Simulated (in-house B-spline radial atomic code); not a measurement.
Two electrons outside the [Xe] 4f14 5d10 6s2 core: Bi⁺

Computed with an all-electron radial atomic-structure program (B-spline basis): configuration interaction (CI) of the two valence electrons in the field of the frozen Dirac-Fock core, alone and with many-body perturbation theory for the core (screened one- and two-electron correlation potentials), Breit and QED terms; no-pair Dirac Hamiltonian, finite nucleus. Labels give the configuration (outer n counted up each series) and the leading LS term, or the jj pair where no LS term holds 70 %.

The outer s² shell of this core is soft: its mixing with p² is only treated to second order, so levels can be several per cent off.

Excitation energies (cm⁻¹):

```tsv
level	purity of the LS term	CI alone	CI + MBPT + Breit + QED	Landé g of the LS mixture	measured (NIST)
6p2 3P0	0.833	0	0	-	0
6p2 3P1	0.987	?	?	?	?
6p2 (1/2,3/2)2	0.494 (1D)	?	?	?	?
6p2 (3/2,3/2)2	0.505 (3P)	33009	34675	1.25	33939
6p2 1S0	0.829	42366	45826	-	44174
```

(1) Where does 6p2 (1/2,3/2)2 lie?

(2) Where does 6p2 3P1 lie?

(3) What is the first ionisation energy?

Results:

(1) 16579 cm⁻¹ in CI alone and 17225 cm⁻¹ with all corrections; g = 1.25; measured 17032 cm⁻¹.

(2) 12670 cm⁻¹ in CI alone and 13594 cm⁻¹ with all corrections; g = 1.50; measured 13325 cm⁻¹.

(3) 16.876 eV to the 6p1/2 state of the next ion (15.702 eV from CI alone). NIST lists 16.703 ± 0.004 eV (measured).
